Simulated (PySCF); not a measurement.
# Diatomic anions of Cl with group 13

HF with double-zeta basis sets in PySCF, for the lowest determinant that a PBE0 search found; no spin–orbit coupling. De refers to high-spin ground-configuration atoms (the charge goes to the atom of lower measured ionisation energy or higher electron affinity, which is not always the lowest computed limit). A positive dipole points towards Cl; it is taken about the centre of mass and depends on that origin.

```tsv
M	basis	reference	charged atom	state (unpaired electrons)	Re (Å)	ωe (cm⁻¹)	De (eV)	μ (D)
B	aug-cc-pVDZ/aug-cc-pV(D+d)Z	UHF	Cl−	doublet (π ↑)	1.979	395	n/a	4.78
Al	aug-cc-pVDZ-DK	UHF	Cl−	doublet (π ↑)	2.372	296	n/a	3.08
In	def2-SVPD	UHF	Cl−	doublet (π ↑)	2.711	185	n/a	-3.40
Tl	def2-SVPD	UHF	Cl−	doublet (π ↑)	2.868	150	n/a	-6.38
```

The shortest bond is that of BCl⁻ (1.979 Å), the longest that of TlCl⁻ (2.868 Å).

The rows differ in basis set, which adds steps of its own.

Down a group the atoms grow and get heavier, so bonds lengthen and wavenumbers fall; this series shows no clear exception.

Spin–orbit coupling is left out, which matters for elements this heavy, above all for dissociation energies. Hartree–Fock leaves out correlation, which carries a large part of most bond energies and some tenths to 1 eV of ionisation energies. States were picked by a PBE0 search and need not be the measured ground states.
